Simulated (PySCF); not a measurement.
ZnI₂, optimised at PBE0/def2-TZVP:

```xyz
3

Zn     0.0000     0.0000     0.0000
I      1.4248     1.4258    -1.3356
I     -1.4248    -1.4258     1.3356
```

Computed with PySCF (xtb for GFN2) and rigid-rotor harmonic-oscillator thermochemistry at 1 bar. All species are closed-shell singlets. I: scalar-relativistic def2 core potential, no spin-orbit coupling. Zn: all electrons, no relativistic terms.

List the harmonic frequencies (cm⁻¹, unscaled) at this level and at the other levels, each on its own geometry.


- PBE0/def2-TZVP: 68, 68, 155, 340
- GFN2-xTB: 36, 36, 144, 319
- PBE/def2-SVP: 64, 66, 150, 329
